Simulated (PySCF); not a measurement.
CH$_{5}$BrClNSi (SMILES C[Si](N)(Cl)Br), singlet, geometry from GFN2-xTB, atoms displaced at random by about 0.08 Å a coordinate; DF-R2SCAN/STO-3G, gradient run with PySCF.

Input for PySCF:
```python
from pyscf import gto, scf, dft

mol = gto.M(
    atom='''
C     1.96024324   -1.30059772    0.45737168
Si    0.14469609   -0.50452579   -0.32933349
N    -1.02023605   -1.51806299   -0.86847471
Cl    0.83924070    0.71692841   -1.98213621
Br   -0.75748201    0.64261549    1.32968212
H     1.52794348   -1.85526862    1.07735516
H     2.20654701   -1.73221456   -0.46649858
H     2.39999256   -0.39412079    0.70293823
H    -1.70438768   -2.04175301   -0.26921557
H    -1.06834448   -1.96356075   -1.81969295
''',
    basis='sto-3g',
    verbose=4,
)

mf = dft.RKS(mol)
mf.xc = 'r2scan'
mf = mf.density_fit(auxbasis='def2-universal-jkfit')
mf.kernel()
g = mf.nuc_grad_method()
grad = g.kernel()
```

It wrote (shortened):

```
PySCF version 2.14.0

[INPUT] verbose = 4
[INPUT] num. atoms = 10
[INPUT] num. electrons = 84
[INPUT] charge = 0
[INPUT] spin (= nelec alpha-beta = 2S) = 0
[INPUT] symmetry False subgroup None
[INPUT] Mole.unit = angstrom
[INPUT] Symbol           X                Y                Z      unit          X                Y                Z       unit  Magmom
[INPUT]  1 C      1.960243240000  -1.300597720000   0.457371680000 AA    3.704322861130  -2.457773489034   0.864307212332 Bohr   0.0
[INPUT]  2 Si     0.144696090000  -0.504525790000  -0.329333490000 AA    0.273435981395  -0.953415565880  -0.622350099747 Bohr   0.0
[INPUT]  3 N     -1.020236050000  -1.518062990000  -0.868474710000 AA   -1.927966716908  -2.868723290938  -1.641179348011 Bohr   0.0
[INPUT]  4 Cl     0.839240700000   0.716928410000  -1.982136210000 AA    1.585935075588   1.354798345820  -3.745694578483 Bohr   0.0
[INPUT]  5 Br    -0.757482010000   0.642615490000   1.329682120000 AA   -1.431433543185   1.214367279503   2.512735039531 Bohr   0.0
[INPUT]  6 H      1.527943480000  -1.855268620000   1.077355160000 AA    2.887394711015  -3.505949579300   2.035906191287 Bohr   0.0
[INPUT]  7 H      2.206547010000  -1.732214560000  -0.466498580000 AA    4.169769529878  -3.273411107384  -0.881554553699 Bohr   0.0
[INPUT]  8 H      2.399992560000  -0.394120790000   0.702938230000 AA    4.535328639394  -0.744780353097   1.328360737187 Bohr   0.0
[INPUT]  9 H     -1.704387680000  -2.041753010000  -0.269215570000 AA   -3.220825925283  -3.858354002906  -0.508743695769 Bohr   0.0
[INPUT] 10 H     -1.068344480000  -1.963560750000  -1.819692950000 AA   -2.018878473891  -3.710592046446  -3.438721306302 Bohr   0.0

nuclear repulsion = 507.740258612783
number of shells = 29
number of NR pGTOs = 153
number of NR cGTOs = 51
basis = sto-3g
ecp = {}

******** <class 'pyscf.df.df_jk.DFRKS'> ********
method = DFRKS
initial guess = minao
damping factor = 0
level_shift factor = 0
DIIS = <class 'pyscf.scf.diis.CDIIS'>
diis_start_cycle = 1
diis_space = 8
diis_damp = 0
SCF conv_tol = 1e-09
SCF conv_tol_grad = None
SCF max_cycles = 50
direct_scf = False
XC library pyscf.dft.libxc version 7.1.2
    S. Lehtola, C. Steigemann, M. J. T. Oliveira, and M. A. L. Marques,  SoftwareX 7, 1–5 (2018)
XC functionals = r2scan
    J. W. Furness, A. D. Kaplan, J. Ning, J. P. Perdew, and J. Sun,  J. Phys. Chem. Lett. 11, 8208–8215 (2020)
    J. W. Furness, A. D. Kaplan, J. Ning, J. P. Perdew, and J. Sun,  J. Phys. Chem. Lett. 11, 9248–9248 (2020)
    J. W. Furness, A. D. Kaplan, J. Ning, J. P. Perdew, and J. Sun,  J. Phys. Chem. Lett. 11, 8208–8215 (2020)
    J. W. Furness, A. D. Kaplan, J. Ning, J. P. Perdew, and J. Sun,  J. Phys. Chem. Lett. 11, 9248–9248 (2020)
radial grids:
    Treutler-Ahlrichs [JCP 102, 346 (1995); DOI:10.1063/1.469408] (M4) radial grids

becke partition: Becke, JCP 88, 2547 (1988); DOI:10.1063/1.454033
pruning grids: <function nwchem_prune>
grids dens level: 3
symmetrized grids: False
atomic radii adjust function: <function treutler_atomic_radii_adjust>
small_rho_cutoff = 0
Set gradient conv threshold to 3.16228e-05
Initial guess from minao.
tot grids = 135544
init E= -3378.56379623864
  HOMO = -0.387054422711094  LUMO = -0.150870749219054  gap/eV = 6.42689
cycle= 1 E= -3381.91657086813  delta_E= -3.35  |g|= 0.589  |ddm|= 3.77
  HOMO = -0.0873995062362735  LUMO = 0.0446494373611287  gap/eV = 3.59323
cycle= 2 E= -3381.88578413412  delta_E= 0.0308  |g|= 0.701  |ddm|= 2.35
  HOMO = -0.142896117821582  LUMO = 0.0853438787964038  gap/eV = 6.21073
cycle= 3 E= -3382.07088378465  delta_E= -0.185  |g|= 0.0561  |ddm|= 1.31
  HOMO = -0.137695775077261  LUMO = 0.0718761807860658  gap/eV = 5.70274
cycle= 4 E= -3382.07207229856  delta_E= -0.00119  |g|= 0.0285  |ddm|= 0.168
  HOMO = -0.142609554680046  LUMO = 0.0704559453286991  gap/eV = 5.79781
cycle= 5 E= -3382.07236076511  delta_E= -0.000288  |g|= 0.00635  |ddm|= 0.0593
  HOMO = -0.142577949200738  LUMO = 0.071106846688098  gap/eV = 5.81466
cycle= 6 E= -3382.07237588058  delta_E= -1.51e-05  |g|= 0.0023  |ddm|= 0.0169
  HOMO = -0.142260143847235  LUMO = 0.0712363726333727  gap/eV = 5.80954
cycle= 7 E= -3382.07237813839  delta_E= -2.26e-06  |g|= 0.000126  |ddm|= 0.00526
  HOMO = -0.142271999691868  LUMO = 0.0712397800065125  gap/eV = 5.80995
cycle= 8 E= -3382.07237814457  delta_E= -6.19e-09  |g|= 7.18e-06  |ddm|= 0.000241
  HOMO = -0.142272862270102  LUMO = 0.0712400758651355  gap/eV = 5.80998
cycle= 9 E= -3382.07237814459  delta_E= -1.5e-11  |g|= 1.01e-06  |ddm|= 2.1e-05
  HOMO = -0.142273098982337  LUMO = 0.0712399648982259  gap/eV = 5.80999
Extra cycle  E= -3382.0723781446  delta_E= -9.09e-12  |g|= 9.17e-07  |ddm|= 5.53e-06
converged SCF energy = -3382.0723781446

******** <class 'pyscf.df.grad.rks.Gradients'> for <class 'pyscf.df.df_jk.DFRKS'> ********
unit = Eh/Bohr
grid_response = False
--------------- DFRKS gradients ---------------
         x                y                z
0 C     0.0457528605    -0.1213247058     0.1606213183
1 Si    -0.0816102259    -0.0231372836    -0.0289958574
2 N     0.0529281549     0.0598280190     0.0345346948
3 Cl     0.0085881201     0.0089626076    -0.0090570379
4 Br     0.0020320153    -0.0040649567    -0.0015647464
5 H     0.0611151214     0.1163578323    -0.1388173984
6 H    -0.0329749635     0.0225979973     0.0208503333
7 H    -0.0350059888    -0.0288361836    -0.0212917777
8 H    -0.0123577306    -0.0158116261     0.0011930802
9 H    -0.0086739196    -0.0133068200    -0.0129916610
----------------------------------------------
```
